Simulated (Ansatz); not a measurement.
Born–Oppenheimer molecular dynamics of Cl2GaH (4 atoms, charge 0, multiplicity 1). It starts from a relaxed structure.

Theory: RKS r2SCAN/def2-SVP in Ansatz.

```yaml
ensemble: NVT, Langevin thermostat
time_step: 0.5 fs
steps_asked: 100
set_temperature: 100 K
friction: 0.001 /fs
seed: 999081
```

First frame:

```xyz
4
Properties=species:S:1:pos:R:3
Ga -0.017 0.000 -0.010
Cl 0.073 0.000 2.125
Cl 1.877 0.000 -0.999
H -1.353 0.000 -0.781
```

Q: How far do the bonds stretch over the last three quarters of this one trajectory? (Pairs bonded in most of those frames.)

A: 
```
   bond  mean (Å)  spread (Å)  shortest  longest
Ga1–Cl2     2.133       0.015      2.12     2.16
Ga1–Cl3     2.150       0.018      2.11     2.17
 Ga1–H4     1.541       0.018      1.51     1.57
```

Mean temperature of the second half: 70 K. The mean temperature of the second half is 30 % below the set value. A run of 0.05 ps of so small a system gives no equilibrium averages.

Run time: 6.2 min on 1 thread of Arm Neoverse V2, on a shared host, peak memory 0.12 GiB.
